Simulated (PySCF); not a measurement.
Species: (F3Sn)2S.
Bonds: Sn1–F2, Sn1–F3, Sn1–F4, Sn1–S5, S5–Sn6, Sn6–F7, Sn6–F8, Sn6–F9.

Computed by this run: PBE0-D3(BJ)/def2-SVP geometry optimisation, gas phase, def2 core potentials past Kr in PySCF; density fitting, grid level 1; the optimiser is geomeTRIC in internal coordinates, started from a GFN2-xTB structure with every atom displaced at random (about 0.03 Å).

Step 0: E = -38769.0007 eV
```
atom  x, y, z in Å  |  force x, y, z in eV/Å
Sn1    -0.9041    0.1495    1.6258   -1.367   0.681  -0.090
F2      0.6448    0.4884    2.6791    0.182  -0.130  -0.117
F3     -1.4798   -1.6899    1.7387    0.331   0.576  -0.133
F4     -2.2919    1.1806    2.5692    0.936  -0.745  -0.735
S5     -0.9488    1.1561   -0.6677    0.279  -0.614   0.791
Sn6     0.8313   -0.0403   -1.7458    2.127  -0.677  -0.436
F7      0.2626   -0.9971   -3.3582    0.324   0.661   1.029
F8      2.3816    1.1051   -2.3401   -1.818  -1.212   0.693
F9      1.6370   -1.4219   -0.5265   -0.995   1.459  -1.001
```

Task: Estimate the geometry and energy of step 1. (The exact step hangs on the optimiser's Hessian estimate; all steps are aligned on step 0, rigid shifts and turns removed.)

Result: E = -38769.3740 eV, largest force 1.099 eV/Å
```
atom  x, y, z in Å  |  force x, y, z in eV/Å
Sn1    -0.8825    0.1560    1.5661   -0.595   0.516  -0.279
F2      0.7046    0.4737    2.5708    0.126  -0.103  -0.095
F3     -1.4178   -1.6799    1.6348    0.166   0.155  -0.072
F4     -2.2359    1.1336    2.5370    0.346  -0.296  -0.301
S5     -0.9698    1.1798   -0.6763    0.162  -0.413   0.598
Sn6     0.8090   -0.0368   -1.6974    1.059  -0.231  -0.182
F7      0.2756   -1.0048   -3.2739    0.114   0.252   0.364
F8      2.3277    1.0560   -2.2516   -0.866  -0.527   0.308
F9      1.5218   -1.3470   -0.4350   -0.513   0.647  -0.341
```

The energy changes by -0.3733 eV. The first-order estimate −F·Δx gives -0.4958 eV and the mean of the old and new forces, exact on a quadratic surface, -0.3697 eV. The step makes an angle of 70° with the force vector and moves no atom by more than 0.165 Å.

The cost below is that of the whole optimisation. Hardware: an Arm Neoverse N1 with one thread, shared host with 64 logical CPUs at a one-minute load of 61. Cost: 7.6 min, 0.65 GiB resident at most.
